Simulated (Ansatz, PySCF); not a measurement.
Energy difference R1 + R2 → P1, each structure at its B3LYP-D3(BJ)/def2-TZVP stationary point, reached from a drawn start (curvature not checked).
P1, SiCl4 (SMILES Cl[Si](Cl)(Cl)Cl) (charge 0, multiplicity 1):
```xyz
5

Si     0.000     0.000     0.000
Cl     1.173     1.173     1.173
Cl     1.173    -1.173    -1.173
Cl    -1.173     1.173    -1.173
Cl    -1.173    -1.173     1.173
```
R1: Cl2Si (SMILES Cl[Si]Cl), charge 0, multiplicity 1.
R2: Cl2 (SMILES ClCl), charge 0, multiplicity 1.

P less R. No zero-point or thermal terms.

Cores are frozen in the correlated methods.

Programs: Ansatz (an electronic-structure program) with Gaussian orbitals; PySCF for the D3/D4 terms. No computed number here is a measurement.

| level | reaction energy (kJ/mol) |
|---|---|
| PBE-D3(BJ)/def2-TZVPP | -471.6 |
| revPBE-D4/def2-TZVPP | -473.2 |
| r2SCAN-D3(BJ)/def2-TZVPP | -518.9 |
| B97M-V/def2-TZVPP | -512.3 |
| PBE0-D4/def2-TZVPP | -506.3 |
| CAM-B3LYP-D4/def2-TZVPP | -497.4 |
| B2PLYP/def2-TZVPP | -488.0 |
| B2PLYP-D3(BJ)/def2-TZVPP | -499.5 |
| SCS-MP2/cc-pV(T+d)Z | … |

Q: What belongs in the gaps?

A: 
- SCS-MP2/cc-pV(T+d)Z, reaction energy (kJ/mol): -508.0
